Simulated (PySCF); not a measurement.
A structure optimised at PBE0-D3(BJ)/def2-SVP, used in a PySCF frequency run:

```
Si
N 1 1.7204
H 2 1.0123 1 122.73
H 2 1.0123 3 112.04 1 -160.26
C 1 1.8723 2 107.18 3 -177.11
H 5 1.1000 1 110.36 2 -177.82
H 5 1.1014 6 108.34 1 -121.45
H 5 1.1017 6 107.88 7 -116.86
C 1 1.8965 2 124.49 3 -39.92
N 9 1.2871 1 95.45 2 118.88
H 9 1.1010 10 120.20 1 -175.57
C 10 1.4835 9 104.81 11 178.20
H 12 1.1027 10 110.14 9 -112.36
H 12 1.1030 13 106.93 10 121.77
```

Q: Write its SMILES and formula.

A: C[Si@]1(N)C=NC1, C3H8N2Si

Q: What are its rotational constants (standard atomic weights)?

A: 4.3870, 2.3897, 2.0693 GHz
